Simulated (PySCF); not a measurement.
Gas-phase reaction: HfCl₃OH + 2 H₂O + ClO = HfCl₄.H₂O + 3 OH

Energies from PySCF, thermal terms from the rigid-rotor harmonic-oscillator model, ideal gas at 1 bar. † marks an energy on the PBE0/def2-TZVP geometry and frequencies. Open shells (unrestricted): ClO (multiplicity 2), OH (multiplicity 2); the rest are closed-shell singlets. Spin-orbit splitting is ignored; it lowers the true energy and changes the entropy of ClO, OH. B3LYP is the form with VWN-RPA correlation. Hf: scalar-relativistic def2 core potential, no spin-orbit coupling. Adducts (HfCl₄.H₂O) have no counterpoise correction, and HF, PBE, BLYP, B3LYP and PBE0 lack dispersion. HfCl₃OH, HfCl₄.H₂O: computed as isolated molecules; such fragments, hydroxides, amides, oligomers or adducts are transient or little studied in the gas.

```tsv
level	ΔH°(298 K), kJ
B3LYP/def2-TZVP†	(withheld)
M06-2X/def2-TZVP†	304
PBE0/def2-SVP†	(withheld)
r2SCAN/def2-TZVP†	304
LDA/def2-TZVP†	(withheld)
ωB97X-V/def2-TZVP†	312
```

**Question.** Fill in the missing entries.

**Answer.** 
- B3LYP/def2-TZVP†, ΔH°(298 K), kJ: 325
- PBE0/def2-SVP†, ΔH°(298 K), kJ: 264
- LDA/def2-TZVP†, ΔH°(298 K), kJ: 477
